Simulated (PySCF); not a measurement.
Correlation energy of Fe⁺ (iron, charge +1)

[Ar] 3d5 4s1 4p1, high-spin 8P determinant (an excited configuration). All numbers are calculated (PySCF 2.14, the non-relativistic Hamiltonian (point nucleus), in aug-cc-pwCVTZ). Frozen: [Ne]; 15 electrons correlated.

MP2 pair energies summed by pair of shells (mhartree):

| pair | energy | share (%) |
| --- | --- | --- |
| 3p-3d | -209.27 | 41.0 |
| 3p-3p | -97.73 | 19.1 |
| 3d-3d | -74.32 | 14.6 |
| 3s-3p | -43.29 | 8.5 |
| 3s-3d | -37.86 | 7.4 |
| 3d-4s | -12.03 | 2.4 |
| 3p-4s | -11.50 | 2.3 |
| 3d-4p | -8.14 | 1.6 |
| 3p-4p | -6.42 | 1.3 |
| 3s-3s | -5.65 | 1.1 |
| 4s-4p | -2.21 | 0.4 |
| 3s-4s | -1.22 | 0.2 |
| 3s-4p | -0.74 | 0.1 |

Total MP2 correlation energy: -510.39 mhartree.

Same-spin part -191.06 and opposite-spin part -319.33 mhartree; SCS-MP2 scales them by 1/3 and 6/5 to -446.88 mhartree.
